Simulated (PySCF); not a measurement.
Species: C₇H₁₀N (doublet state).
Geometry (GFN2-xTB, Å), atoms numbered from 1 in this order:
```xyz
18
C7H10N angstrom
C      2.3705    0.9735    0.3455
N      1.4929    0.3186   -0.5933
C      0.5252   -0.5551   -0.0898
C     -0.5270   -1.2309   -0.8759
C     -1.8122   -0.3822   -0.7078
C     -1.4338    0.8044    0.1576
C     -0.5340   -0.1950    0.9270
C     -1.3958   -1.3546    0.3471
H      2.9173    1.7627   -0.1707
H      3.0941    0.2903    0.8106
H      1.7642    1.4195    1.1323
H      1.9718   -0.0562   -1.4033
H     -0.4178   -1.9133   -1.7026
H     -2.6378   -0.4493   -1.3971
H     -0.9247    1.6424   -0.3200
H     -2.2726    1.1612    0.7525
H     -0.3069   -0.0338    1.9751
H     -1.8822   -2.1958    0.8011
```

The hyperfine couplings belong to this conformer and change with its torsions.

Identity: `CN[C]1[C@@H]2[C@@H]3C[C@H]1[C@@H]32` [radical].

The calculation used UKS B3LYP, pcH-1 on C H N, non-relativistic, mean-field spin-orbit, GIAO in PySCF. Geometry: GFN2-xTB, one conformer, isolated molecule. The geometry wasn't refined by DFT: couplings that depend on bond lengths, twists or pyramidal angles can differ widely from those at the functional's own minimum. Stability of the SCF solution: not tested.

Q: Give the principal g shifts and their parts.

A: 
| Δg (ppm) | 1 | 2 | 3 |
| --- | --- | --- | --- |
| relativistic mass correction | -179 | -179 | -179 |
| gauge correction | -1 | 34 | 36 |
| orbital Zeeman/spin–orbit | -64 | 660 | 1035 |
| total | -244 | 514 | 892 |

So g = 2.00208, 2.00283, 2.00321 and g_iso = 2.00271; the tensor is rhombic: the two nearest values differ by 33 % of g3 − g1. Axes: g2 points within 9° of the N2–C3 bond.

Q: Average each term over the three axes. Which is largest in size?

A: The orbital-Zeeman/spin–orbit term 544, the mass correction -179 and the gauge correction 23 ppm, for a total of 387 ppm. The orbital-Zeeman/spin–orbit term is the largest in size. The mass correction is the same along every axis, so the anisotropy comes from the other two: their spans along these axes are 37 (gauge) and 1098 ppm (orbital Zeeman/spin–orbit).

Q: At 33.944 GHz, how far is the centre of the isotropic spectrum from where a free electron (g = 2.002319) resonates?

A: B = hν/(g μB) with μB/h = 13.99624 MHz/mT gives 1211.21 mT for the free electron and 1210.97 mT at g_iso, 0.23 mT lower.

Q: In a frozen sample, at which fields do the three g values resonate at 9.5, 34, 94 and 263 GHz (hyperfine left aside), and which band first spreads them over more than twice a line width of 1.0 mT?

A: 
| band | GHz | B(g3) mT | B(g2) mT | B(g1) mT | spread mT |
| --- | --- | --- | --- | --- | --- |
| X | 9.5 | 338.83 | 338.90 | 339.02 | 0.19 |
| Q | 34.0 | 1212.66 | 1212.89 | 1213.35 | 0.69 |
| W | 94.0 | 3352.66 | 3353.29 | 3354.56 | 1.90 |
| J | 263.0 | 9380.32 | 9382.09 | 9385.64 | 5.32 |

The spread grows in proportion to the frequency. J band is the first where it exceeds 2.0 mT.

The Mulliken spin populations are largest on C3 (+0.77), N2 (+0.16) and C5 (+0.08). The angles at C3 add up to 339.5°, so it is pyramidal.

The HOMO–LUMO gaps are 5.01 eV among the α and 6.28 eV among the β orbitals.
